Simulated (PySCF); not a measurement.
C3H6GeO4.
Cartesian coordinates in Å at the PBE0-D3(BJ)/def2-SVP level; atoms count from 1:
```xyz
14
C3H6GeO4 angstrom
O     -2.543   -0.527   -1.634
C     -2.402    0.158   -0.663
O     -1.251    0.426   -0.048
C     -0.034   -0.090   -0.618
C      0.517   -1.183    0.307
O      1.204   -0.583    1.379
Ge     1.760    1.040    0.882
O      0.867    0.950   -0.684
H     -3.227    0.673   -0.127
H     -0.261   -0.468   -1.625
H      1.193   -1.833   -0.281
H     -0.305   -1.804    0.695
H      1.232    2.113    1.839
H      3.263    1.123    0.584
```

Level: CAM-B3LYP/def2-SVPD in PySCF, non-relativistic, on one gas-phase PBE0-D3(BJ)/def2-SVP geometry that isn't relaxed in the solvent. The solvent is an IEF-PCM continuum (Bondi radii, 1.10 Å for H, scaled by 1.2), and excitations are vertical TDDFT with non-equilibrium linear response and a frozen core. The model holds no explicit solvent molecules, cavitation or dispersion. Spin–orbit coupling is left out although an atom past zinc is present.

Gas-phase singlets (H = HOMO, L = LUMO):

| state | E (eV) | λ (nm) | f | leading configurations |
| --- | --- | --- | --- | --- |
| S1 | 5.877 | 211 | 0.001 | H-1→L+2 78%, H-3→L+2 12% |
| S2 | 6.647 | 187 | 0.003 | H→L 89% |
| S3 | 7.348 | 169 | 0.004 | H-3→L 45%, H-1→L 38% |
| S4 | 7.598 | 163 | 0.013 | H→L+3 60%, H→L+1 17% |
| S5 | 7.725 | 160 | 0.070 | H→L+1 72%, H→L+3 11% |

Q: What are the lowest 5 singlets in acetone (ε = 20.49)?

A: 
```csv
state,E (eV),λ (nm),f,leading configurations,change by rank (eV)
S1,5.996,207,0.002,"H-1→L+1 69%, H-3→L+1 19%",+0.119
S2,6.766,183,0.003,H→L 87%,+0.119
S3,7.508,165,0.001,"H-1→L 27%, H-3→L 22%",+0.160
S4,7.668,162,0.027,"H→L+2 35%, H-1→L 15%",+0.070
S5,7.858,158,0.164,"H→L+1 34%, H→L+2 15%",+0.133
```

Q: The ground-state energy changes by -0.336 eV from gas to acetone. By how much does the total energy of gas-phase S2 change?

A: E(S2) = E(S0) + excitation energy, so it changes by -0.336 + 0.119 = -0.217 eV: it is lowered less than the ground state, which is what a blue shift means. This is the vertical state, with the slow part of the continuum still set for S0.

Q: How do the frontier levels move from gas to acetone?

A: 
```csv
orbital,gas (eV),solvent (eV),change (eV),"Löwdin shares, gas","Löwdin shares, solvent"
LUMO+2,1.03,1.13,+0.10,"C2 39 %, O1 29 %, O3 17 %, H9 9 %","Ge7 42 %, H14 10 %, H13 10 %, O6 6 %"
LUMO+1,0.85,1.03,+0.18,"Ge7 47 %, H14 17 %, H13 15 %, O6 4 %","C2 39 %, O1 27 %, O3 17 %, H9 8 %"
LUMO,0.42,0.71,+0.29,"Ge7 43 %, O6 13 %, H13 13 %, H14 13 %","Ge7 39 %, O6 14 %, O8 13 %, H13 12 %"
HOMO,-9.67,-9.53,+0.14,"O6 47 %, C5 12 %, Ge7 8 %, H11 7 %","O6 47 %, C5 12 %, Ge7 9 %, H11 7 %"
HOMO-1,-9.82,-9.90,-0.08,"O1 49 %, O8 14 %, C2 10 %, O3 8 %","O1 42 %, O8 20 %, C2 10 %, O3 8 %"
HOMO-2,-10.48,-10.41,+0.07,"O6 18 %, O3 16 %, C5 14 %, C4 12 %","C5 16 %, O6 16 %, O8 16 %, C4 14 %"
HOMO-3,-10.64,-10.66,-0.02,"O8 38 %, O1 20 %, O3 12 %, Ge7 7 %","O1 28 %, O8 26 %, O3 15 %, O6 7 %"
```

The HOMO–LUMO gap goes from 10.08 to 10.24 eV. Rows go by rank; for HOMO-3, HOMO-2, LUMO+1 and LUMO+2 the atom shares or the degeneracy differ between the runs, so the row needn't follow one orbital.
